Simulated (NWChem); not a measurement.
Species: CH$_{2}$ClF; SMILES C(Cl)F

Program: NWChem. Pople sets run with spherical d functions. Coordinates come from a PBE0/def2-SVP optimisation. Computed dipoles belong to the equilibrium geometry; the measured one is vibrationally averaged.

Measured dipole moment: 1.82 D (NIST CCCBDB, as tabulated in the package chemicals).

```json
[
 {"level": "B3LYP/STO-3G", "dipole moment (D)": "1.99", "computed − measured": "+0.17"},
 {"level": "B3LYP/3-21G", "dipole moment (D)": "2.08", "computed − measured": "+0.26"},
 {"level": "B3LYP/6-31G*", "dipole moment (D)": "1.83", "computed − measured": "+0.01"},
 {"level": "B3LYP/6-31+G*", "dipole moment (D)": "1.95", "computed − measured": "+0.13"},
 {"level": "B3LYP/def2-SVP", "dipole moment (D)": "___", "computed − measured": "___"},
 {"level": "B3LYP/def2-SVPD", "dipole moment (D)": "___", "computed − measured": "___"},
 {"level": "B3LYP/def2-TZVP", "dipole moment (D)": "1.76", "computed − measured": "-0.06"},
 {"level": "B3LYP/6-311++G**", "dipole moment (D)": "1.93", "computed − measured": "+0.11"},
 {"level": "B3LYP/aug-cc-pVTZ", "dipole moment (D)": "1.78", "computed − measured": "-0.04"}
]
```

Problem. Complete the blanks.

Solution. 
- B3LYP/def2-SVP, dipole moment (D): 1.74
- B3LYP/def2-SVP, computed − measured: -0.08
- B3LYP/def2-SVPD, dipole moment (D): 1.81
- B3LYP/def2-SVPD, computed − measured: -0.01
